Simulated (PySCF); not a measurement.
## How methods differ on the excitation energy of Si²⁺

Si²⁺ [Ne] 3s2 (1S) → Si²⁺ [Ne] 3s1 3d1 (3D), as a difference of total energies. Calculation: PySCF 2.14, in aug-cc-pV(T+d)Z with one added diffuse shell each of s, p, d, f type (7s6p5d3f, 71 functions); the non-relativistic Hamiltonian (point nucleus). Correlated levels: valence: [Ne] frozen. The calculations carry no spin-orbit coupling.

```json
{"method": "UHF", "excitation energy (cm⁻¹)": "133900"}
{"method": "LDA", "excitation energy (cm⁻¹)": "134200"}
{"method": "PBE", "excitation energy (cm⁻¹)": "131890"}
{"method": "PBE0", "excitation energy (cm⁻¹)": "133620"}
{"method": "r2SCAN", "excitation energy (cm⁻¹)": "130720"}
{"method": "M06-L", "excitation energy (cm⁻¹)": "134290"}
{"method": "r2SCAN0", "excitation energy (cm⁻¹)": "133050"}
{"method": "B2PLYP", "excitation energy (cm⁻¹)": "138070"}
{"method": "revPBE", "excitation energy (cm⁻¹)": "130800"}
{"method": "MP2 (valence)", "excitation energy (cm⁻¹)": "139680"}
{"method": "SCS-MP2 (valence)", "excitation energy (cm⁻¹)": "141880"}
```

The promoted electron is Rydberg-like, and one or two diffuse shells describe it only roughly, which tends to raise the upper state.
